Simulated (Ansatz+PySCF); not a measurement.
Results of a calculation; reference values are marked as such.
CH4 → C + 4 H

CH4 (charge 0, multiplicity 1):
```
atom    x (Å)    y (Å)    z (Å)
   C   0.0000   0.0000   0.0000
   H   0.6340   0.6340   0.6340
   H   0.6340  -0.6340  -0.6340
   H  -0.6340   0.6340  -0.6340
   H  -0.6340  -0.6340   0.6340
```

Shapes relaxed with PBE0/def2-SVP. Single points in def2-SVP with Ansatz (development build ahead of 0.2.0), no zero-point energy. Correlated methods freeze no orbital on H to Be, one on B to Mg, five on Al to Zn, nine on Ga to Sr.

```json
{"method": "HF (restricted)", "reaction energy": "1393.4 kJ/mol"}
{"method": "PBE0 (restricted)", "reaction energy": "1754.8 kJ/mol"}
{"method": "PBE0 (unrestricted)", "reaction energy": "1750.5 kJ/mol"}
{"method": "wB97X (restricted)", "reaction energy": "1756.6 kJ/mol"}
{"method": "wB97X (unrestricted)", "reaction energy": "1749.6 kJ/mol"}
```

(1) What does HF (unrestricted) give?

Answers

(1) 1382.7 kJ/mol.
